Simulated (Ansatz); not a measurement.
Geometry optimisation, UKS revPBE-D4/STO-3G in Ansatz 0.2.0.

input.yaml

```yaml
crystal:
  periodic: [false, false, false]
  atoms:
    - { symbol: "N", position_ang: [-1.1938, 1.1085, 1.2172] }
    - { symbol: C, position_ang: [-0.3831, 0.6603, 0.1851] }
    - { symbol: O, position_ang: [-0.9338, 1.0348, -1.0651] }
    - { symbol: F, position_ang: [0.8825, 1.3029, 0.3109] }
    - { symbol: O, position_ang: [-0.2089, -0.7206, 0.3295] }
    - { symbol: Si, position_ang: [0.9871, -1.4534, -0.5082] }
    - { symbol: H, position_ang: [-2.0981, 0.6822, 1.0481] }
    - { symbol: H, position_ang: [-0.8359, 0.792, 2.0644] }
    - { symbol: H, position_ang: [-0.2084, 1.6482, -1.3387] }
    - { symbol: H, position_ang: [0.6679, -2.9105, -0.6056] }
    - { symbol: H, position_ang: [1.1095, -0.876, -1.8388] }
    - { symbol: H, position_ang: [2.2918, -1.3236, 0.2354] }
magnetization:
  spin_polarized: true
basis:
  gaussian: { orbitals: STO-3G }
hamiltonian:
  xc: revpbe
  dispersion: d4
relax:
  f_tol: 0.02
  max_steps: 40
output:
  orbitals: {}
```

Run as:

```bash
$ ansatz run input.yaml --threads 1 --pin off --max-ram 2048MiB --backend cpu --events-out ev --progress --plain --runs-dir out
```

**Question.** Where does it end, and by what steps?

**Answer.** It converged. Limits of this set-up: minimal basis. After 25 steps the energy has fallen by 1.365 eV; H9 moved furthest, 1.33 Å.

```json
{"step": "0", "energy less start (eV)": "0.0000", "largest force component (eV/Å)": "4.316", "accepted": "yes"}
{"step": "1", "energy less start (eV)": "-0.9613", "largest force component (eV/Å)": "1.683", "accepted": "yes"}
{"step": "2", "energy less start (eV)": "-1.1734", "largest force component (eV/Å)": "0.879", "accepted": "yes"}
{"step": "3", "energy less start (eV)": "-1.2329", "largest force component (eV/Å)": "0.323", "accepted": "yes"}
{"step": "4", "energy less start (eV)": "-1.2460", "largest force component (eV/Å)": "0.216", "accepted": "yes"}
{"step": "5", "energy less start (eV)": "-1.2494", "largest force component (eV/Å)": "0.512", "accepted": "yes"}
{"step": "6", "energy less start (eV)": "-1.2592", "largest force component (eV/Å)": "0.247", "accepted": "yes"}
{"step": "7", "energy less start (eV)": "-1.2657", "largest force component (eV/Å)": "0.214", "accepted": "yes"}
{"step": "8", "energy less start (eV)": "-1.2546", "largest force component (eV/Å)": "1.262", "accepted": "no"}
{"step": "9", "energy less start (eV)": "-1.2734", "largest force component (eV/Å)": "0.057", "accepted": "yes"}
{"step": "10", "energy less start (eV)": "-1.2772", "largest force component (eV/Å)": "0.489", "accepted": "yes"}
{"step": "11", "energy less start (eV)": "-1.2936", "largest force component (eV/Å)": "0.253", "accepted": "yes"}
{"step": "12", "energy less start (eV)": "-1.3138", "largest force component (eV/Å)": "0.182", "accepted": "yes"}
{"step": "13", "energy less start (eV)": "-1.2888", "largest force component (eV/Å)": "1.302", "accepted": "no"}
{"step": "14", "energy less start (eV)": "-1.3273", "largest force component (eV/Å)": "0.126", "accepted": "yes"}
{"step": "15", "energy less start (eV)": "-1.3327", "largest force component (eV/Å)": "0.412", "accepted": "yes"}
{"step": "16", "energy less start (eV)": "-1.3378", "largest force component (eV/Å)": "0.190", "accepted": "yes"}
{"step": "17", "energy less start (eV)": "-1.3444", "largest force component (eV/Å)": "0.154", "accepted": "yes"}
{"step": "18", "energy less start (eV)": "-1.3480", "largest force component (eV/Å)": "0.272", "accepted": "yes"}
{"step": "19", "energy less start (eV)": "-1.3536", "largest force component (eV/Å)": "0.229", "accepted": "yes"}
{"step": "20", "energy less start (eV)": "-1.3441", "largest force component (eV/Å)": "0.821", "accepted": "no"}
{"step": "21", "energy less start (eV)": "-1.3601", "largest force component (eV/Å)": "0.061", "accepted": "yes"}
{"step": "22", "energy less start (eV)": "-1.3634", "largest force component (eV/Å)": "0.065", "accepted": "yes"}
{"step": "23", "energy less start (eV)": "-1.3642", "largest force component (eV/Å)": "0.040", "accepted": "yes"}
{"step": "24", "energy less start (eV)": "-1.3645", "largest force component (eV/Å)": "0.026", "accepted": "yes"}
{"step": "25", "energy less start (eV)": "-1.3646", "largest force component (eV/Å)": "0.015", "accepted": "yes"}
```

```xyz
12
Properties=species:S:1:pos:R:3
N -0.991 1.221 1.164
C -0.412 0.605 -0.152
O -1.059 1.283 -1.267
F 1.021 0.844 -0.126
O -0.544 -0.827 -0.317
Si 1.097 -1.475 -0.400
H -1.898 0.656 1.290
H -0.379 0.782 1.933
H -1.307 2.179 -0.802
H 0.782 -2.891 -0.558
H 1.892 -1.081 -1.561
H 1.876 -1.351 0.831
```

Time of the run: 57 s on 1 thread of AMD EPYC 9R45 96-Core Processor (Zen 5), on a shared host, peak memory 0.22 GiB.
